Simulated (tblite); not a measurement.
Compound: C7H18PSi (charge +1).
Atom-mapped SMILES: `[CH2:1]=[C:2]([CH3:3])[P@@H+:4]([CH2:5][SiH3:6])[CH2:7][CH2:8][CH3:9]` (hydrogens: H10, H11 on C1; H12, H13, H14 on C3; H15 on P4; H16, H17 on C5; H18, H19, H20 on Si6; H21, H22 on C7; H23, H24 on C8; H25, H26, H27 on C9)

Geometry (GFN2-xTB, Å), atoms numbered from 1 in this order:
```
atom  x, y, z in Å
C1    -0.7939   -1.4921   -2.2017
C2    -1.0162   -1.1119   -0.9492
C3    -1.9014   -1.8139    0.0301
P4    -0.2441    0.4050   -0.3374
C5    -1.4589    1.6609    0.0787
Si6   -0.6847    3.4017    0.4780
C7     0.8313    0.0986    1.0962
C8     1.7626   -1.1022    0.9152
C9     2.6659   -0.9410   -0.2983
H10   -0.1546   -0.9352   -2.8689
H11   -1.2465   -2.3819   -2.6071
H12   -1.3713   -2.0218    0.9601
H13   -2.2576   -2.7538   -0.3832
H14   -2.7682   -1.1970    0.2708
H15    0.5181    0.8968   -1.3766
H16   -2.0387    1.2946    0.9284
H17   -2.1403    1.7426   -0.7709
H18    0.2667    3.6577   -0.6044
H19    0.0009    3.2597    1.7625
H20   -1.8077    4.3239    0.5155
H21    0.1771   -0.0383    1.9651
H22    1.4109    1.0138    1.2564
H23    2.3713   -1.1995    1.8157
H24    1.1769   -2.0182    0.8124
H25    2.0795   -0.9478   -1.2179
H26    3.3748   -1.7624   -0.3481
H27    3.2282   -0.0116   -0.2431
```

Computed values, GFN2-xTB/tblite, gas phase, harmonic and unscaled. The method is semi-empirical: single wavenumbers can be off by several per cent or more. Modes of hydrogen on phosphorus and silicon can be 10 to 20 % off. One conformer, not necessarily the lowest.

Harmonic wavenumbers (cm⁻¹): 39.3, 50.3, 57.7, 92.5, 99.8, 107.8, 115.2, 127.0, 172.8, 191.3, 244.1, 272.6, 331.8, 362.5, 399.5, 439.4, 506.8, 523.8, 624.5, 650.2, 666.0, 692.5, 706.8, 733.8, 757.9, 772.8, 775.5, 822.2, 828.8, 856.4, 869.6, 923.1, 931.7, 933.4, 995.0, 1017.4, 1021.7, 1032.5, 1055.8, 1107.7, 1118.2, 1172.1, 1181.6, 1220.0, 1262.5, 1331.5, 1381.2, 1394.8, 1399.7, 1404.4, 1416.2, 1455.6, 1457.0, 1476.7, 1483.8, 1493.8, 1671.7, 2277.5, 2286.6, 2369.4, 2404.7, 2919.1, 2932.9, 2956.3, 2959.4, 2982.4, 2994.4, 2995.8, 3006.0, 3007.8, 3040.9, 3057.0, 3065.1, 3086.4, 3124.8.

A = 1294, B = 760.5, C = 579.7 MHz; mass 161.092 u (most abundant isotopes); point group C1, symmetry number 1.

Problem. Zero-point energy?

Solution. Half the sum of the wavenumbers: 48848 cm⁻¹ = 139.66 kcal/mol.

Problem. Give the ideal-gas entropy at 298.15 K and 1 bar in the rigid-rotor, harmonic-oscillator model (classical rotation).

Solution. Translation 41.17, rotation 30.71, vibration 49.22: S = 121.1 cal/(mol K).

Problem. And Cp and H(298.15 K) − H(0)?

Solution. Cp = 54.54 cal/(mol K), of which vibrations give 46.59 (their classical limit is 75 R = 149.0); H(298.15 K) − H(0) = 9.74 kcal/mol without the zero-point energy, 7.37 from vibrations.

Problem. What must be added to the electronic energy to get the Gibbs energy at 298.15 K and 1 bar?

Solution. ZPE + [H(298.15 K) − H(0)] − T·S = 139.66 + 9.74 − 36.11 = 113.29 kcal/mol.

Problem. Which modes carry the vibrational entropy at 298.15 K?

Solution. 39.3 cm⁻¹: 5.29; 50.3 cm⁻¹: 4.81; 57.7 cm⁻¹: 4.53; 92.5 cm⁻¹: 3.61; 99.8 cm⁻¹: 3.46; 107.8 cm⁻¹: 3.31 cal/(mol K); the other 69 give 24.22 together.

Problem. Blend soft modes into free rotors: weight 1/[1 + (100 cm⁻¹/ν̃)⁴] for the oscillator and the rest for a rotor with moment μB/(μ + B), μ = h/(8π²ν), B = 10⁻⁴⁴ kg m². What vibrational entropy results?

Solution. 44.36 cal/(mol K) in place of 49.22, which changes −T·S at 298.15 K by +1.45 kcal/mol.

Problem. How do the functions run with temperature in this model?

Solution. 
| T (K) | S (cal/(mol K)) | Cp (cal/(mol K)) | H − H(0) (kcal/mol) | G − H(0) (kcal/mol) | ln q(vib) |
| --- | --- | --- | --- | --- | --- |
| 150 | 91.9 | 33.3 | 3.26 | -10.52 | 5.88 |
| 250 | 112.1 | 47.4 | 7.28 | -20.75 | 10.31 |
| 400 | 139.2 | 68.7 | 16.03 | -39.63 | 16.51 |
| 600 | 171.4 | 90.4 | 32.08 | -70.76 | 24.38 |
| 900 | 212.4 | 111.6 | 62.63 | -128.53 | 35.27 |

q(vib) and H(0) count from the zero-point level.

Hindered rotation and anharmonicity are outside this model. Other conformers, if any are populated, would add a mixing term that is left out. The structure is chiral; the term R ln 2 for an equal mix with its mirror image is left out.

Hardware: one thread of an Arm Neoverse V2, shared host with 96 logical CPUs at a one-minute load of 26. Cost: 1.4 s. This covers the Hessian and the dipole derivatives.
